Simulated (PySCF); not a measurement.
**Working out the excitation energy of N⁺**

N⁺ [He] 2s2 2p2 (3P) → N⁺ [He] 2s1 2p3 (5S). Computed with PySCF 2.14 in x2c-TZVPPall (5s3p2d1f, 31 functions), with scalar relativity by spin-free X2C-1e. Frozen: nothing. Energies in hartree (1 hartree = 27.21139 eV):

| part | N⁺ (lower) | N⁺ (upper) |
| --- | --- | --- |
| UHF | -53.921524 | -53.773681 |
| CCSD correlation | -0.109075 | -0.050553 |
| (T) | -0.001697 | -0.000187 |

What does Hartree-Fock give?

(-53.773681) − (-53.921524) = 0.147843 hartree = 4.023 eV.

What do CCSD and CCSD(T) give?

The CCSD correlation energies differ by 0.058522 hartree = 1.592 eV and the triples by 0.001510 hartree = 0.041 eV, so CCSD gives 5.615 eV and CCSD(T) 5.656 eV.

Measured between the centres of the two terms (NIST): 5.790 eV, so CCSD(T) (valence and next inner shell) is off by -0.134 eV.

What remains against the reference includes basis incompleteness and higher excitations.
